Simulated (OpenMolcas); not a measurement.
2s² 2p along the 5-electron sequence

- Program: OpenMolcas
- Method: MS-RASPT2, IPEA 0.25 Eh, imaginary shift 0.1 Eh
- Basis: ANO-R2
- Scalar Hamiltonian: X2C, finite nucleus
- Spin-orbit coupling: RASSI with atomic mean-field integrals over the reference wave functions, term energies averaged over their components

Active space for each ion: 3 electrons in 9 orbitals (RAS2 2s 2p; RAS3 3d, at most 2 electrons); closed shells correlated by CASPT2: 1s.

Computed levels in cm-1 above ²P°_1/2:

```
                                Level    C+  N2+  O3+
                              ²P°_3/2  55.9  156  349
weight of ²P° in the lowest level (%)   100  100  100
```

Measured, with the error of the calculation in %. Measured levels: C+ from NIST Handbook of Basic Atomic Spectroscopic Data; N2+ from Moore, Selected Tables of Atomic Spectra, NSRDS-NBS 3, section 5; O3+ from Moore, Selected Tables of Atomic Spectra, NSRDS-NBS 3, section 10.

```
  Level            C+          N2+         O3+
²P°_3/2  63.4 (-11.8)  174 (-10.3)  386 (-9.5)
```

The fine-structure level ²P°_3/2 changes by a factor of 6.24 from C+ to O3+. Its fourth root runs 2.73, 3.53, 4.32, with steps per unit of Z of 0.80, 0.79; equal steps would mean a (Z - σ)^4 law with constant σ.

Active for correlation alone: 3d; no level in the range computed is led by a configuration that fills it, so any true level of that kind is missing. Computed and measured levels are paired by configuration, term and J; levels that our copy of the source lacks, or whose pairing is in doubt (as where it misses far off the trend of its configuration), stay unpaired and out of the deviations. Levels of configurations outside the active space are missing.

° marks odd parity.
